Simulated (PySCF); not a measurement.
# BeZn: frontier orbitals

PW91 at R = 2.824 Å; Be cc-pVDZ, Zn cc-pVDZ-PP with ECP10; scalar-relativistic core potentials (PySCF 2.14). State: ¹Σ⁺ (singlet), closed shell. Only the outer orbitals are listed, counted within each symmetry, core potentials removing the inner ones.

| orbital | occ. | ε (eV) | on Be (%) | main shells (%) |
| --- | --- | --- | --- | --- |
| 4σ | 2 | -10.48 | 1 | 99 Zn d |
| 2π | 2 | -10.44 | 0 | 100 Zn d |
| 2π | 2 | -10.44 | 0 | 100 Zn d |
| 1δ | 2 | -10.44 | 0 | 100 Zn d |
| 1δ | 2 | -10.44 | 0 | 100 Zn d |
| 5σ | 2 | -7.07 | 35 | 63 Zn s, 31 Be s |
| 6σ | 2 | -4.97 | 65 | 63 Be s, 31 Zn s |
| 3π | 0 | -2.35 | 73 | 73 Be p, 27 Zn p |
| 3π | 0 | -2.35 | 73 | 73 Be p, 27 Zn p |
| 7σ | 0 | -2.33 | 62 | 59 Be p, 33 Zn p |

Problem. Which are the highest filled and the lowest empty level, where do they sit, and how wide is the gap?

Solution. Highest filled 6σ at -4.97 eV (in %: 63 Be s, 31 Zn s); lowest empty 3π at -2.35 eV (in %: 73 Be p, 27 Zn p); the gap at PW91 is 2.62 eV.

```
bond order (Mayer)                               : 0.42
⟨S²⟩                                             : 0.000
charge on Be (Mulliken, basis-dependent)         : -0.02
charge on Be (Löwdin, basis-dependent)           : -0.04
dipole moment (positive dipole means Be(−)Zn(+)) : 0.38 D
```

Closed-shell solutions of metal pairs were not tested for spin polarisation, which can lower them a little.
